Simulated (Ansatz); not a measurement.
Stepwise reaction of `C[Si](C)(N)O` with hydrogen sulfide, as a gas-phase model of exchange steps in deposition or etching. ΔE in kJ/mol.

Program: Ansatz. Geometries: PBE0-D4/def2-TZVP. ΔE: electronic, gas phase. CCSD(T)/CBS is the MP2 limit (def2-TZVPP, def2-QZVPP) plus CCSD(T) − MP2 in def2-TZVPP, frozen cores. This one scheme is used for every species. Functionals use def2-TZVPP. B3LYP here is the variant with VWN-RPA as its local correlation; programs differ in this. One conformer a species, not always the lowest.

| step | reaction | PBE-D4 | B3LYP-D4 | ωB97M-V | CCSD(T)/CBS |
| --- | --- | --- | --- | --- | --- |
| 1 | `C[Si](C)(N)O` + H₂S → `C[Si](N)(O)S` + CH₄ | -72.6 | -71.1 | -68.2 | -69.3 |

Task: Give the row of step 2, `C[Si](N)(O)S` + H₂S → `N[Si](O)(S)S` + CH₄. (An estimate is asked.)

Result: Computed: 
```
step                                     reaction  PBE-D4  B3LYP-D4  ωB97M-V  CCSD(T)/CBS
   2  `C[Si](N)(O)S` + H₂S → `N[Si](O)(S)S` + CH₄   -71.7     -68.8    -65.8        -66.7
```

Task: By hand: ΔE of the 2 steps together at CCSD(T)/CBS.

Result: (-69.3) + (-66.7) = -136.0 kJ/mol, or -68.0 kJ/mol a step.

In ΔE the steps differ by no more than 2.6 kJ/mol. All are downhill at CCSD(T)/CBS. PBE-D4 differs from CCSD(T)/CBS by -5.0 to -3.3 kJ/mol a step. Only this route is followed, and other bonds may react first. Isolated molecules leave out the surface, adducts and barriers. Largest T1 diagnostic: 0.011.
